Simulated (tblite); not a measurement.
Computed values, GFN2-xTB/tblite, gas phase, harmonic and unscaled. This tight-binding method is rough: wavenumbers can miss measured ones by several per cent, in bad cases by 10 to 20. Modes of hydrogen on phosphorus and silicon can be 10 to 20 % off. One conformer each. Thermal functions are those of the rigid rotor and harmonic oscillator, without mixing of conformers.

**Question.** Order these by their heat capacity Cp at 298.15 K, highest first (cal/(mol K)).
A. `C#CC[C@H](C)C/C(C)=C\C`
B. `C=CC[C@H]1C[C@H]2CC[C@H]2C1`
C. `C=C(C)C(=O)C(=O)[SiH2][SiH2]P`
D. `C=C[C@@H]1C[C@@H]2CCC[C@H]1C2`
E. `[C@H]1([C@H]([P@@H](C1)=S)C=C)C`
F. `C1C[C@@H]2C[C@@H]2[C@@H](C2CC2)C1`

**Answer.** C (55.6), A (48.3), B (39.9), F (39.1), D (38.5), E (37.6).

```
                           SMILES  atoms  mass (u)  symmetry number  modes under 300 cm⁻¹  ZPE (kcal/mol)  S translation (cal/(mol K))  S rotation  S vibration      S    Cp
    C=C(C)C(=O)C(=O)[SiH2][SiH2]P     21    190.00                1                    11            85.9                         41.7        31.4         52.9  126.0  55.6
           C#CC[C@H](C)C/C(C)=C\C     26    136.13                1                    11           142.7                         40.7        30.1         41.8  112.5  48.3
      C=CC[C@H]1C[C@H]2CC[C@H]2C1     26    136.13                1                     5           146.7                         40.7        29.7         29.8  100.1  39.9
C1C[C@@H]2C[C@@H]2[C@@H](C2CC2)C1     26    136.13                1                     6           147.6                         40.7        29.5         23.7   93.9  39.1
    C=C[C@@H]1C[C@@H]2CCC[C@H]1C2     26    136.13                1                     5           148.2                         40.7        29.1         21.3   91.0  38.5
     C=C[C@@H]1[C@@H](C)C[P@H]1=S     19    146.03                1                     7            95.5                         40.9        29.8         27.4   98.0  37.6
```

Entropies and Cp are for 298.15 K and 1 bar.
